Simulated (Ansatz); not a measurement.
Input for Ansatz (an electronic-structure program): U-BHLYP/def2-TZVPP on HORe (SMILES [OH][Re]), 2S+1 = 3, a spin state set in the input, which need not be the lowest. Elements past Kr take the def2 small-core potentials; no spin–orbit coupling.

Ansatz 0.2 input:
```yaml
crystal:
  periodic: [false, false, false]
  atoms:
    - {symbol: Re, position_ang: [-0.94712428, -0.66604900, -0.82309727]}
    - {symbol: O, position_ang: [0.42575610, -0.11840976, 0.28691664]}
    - {symbol: H, position_ang: [0.48819946, 0.83183036, 0.46586100]}
basis:
  gaussian:
    orbitals: def2-TZVPP
hamiltonian:
  xc: {name: BHLYP}
magnetization: {spin_polarized: true, initial_magnetization: 2}
```

The head of its log:

```
WARN ansatz: RAYON_NUM_THREADS=1 ignored (pool sized by the plan → 1); use --threads N
Functional definition: BHLYP
integrals: 0.02 GiB planned
674 factors; their error is unknown
mean field: 0.33 GiB planned
mean field evaluation 1: about -4182.9311 eV, gradient 3.1e1 eV
mean field evaluation 2: about -4173.6596 eV, gradient 5.9e1 eV
```

### Question
Give the final energy of this run.

### Answer
-153.8613 hartree. Its determinant has ⟨S²⟩ = 2.94, a mixture of spin states.
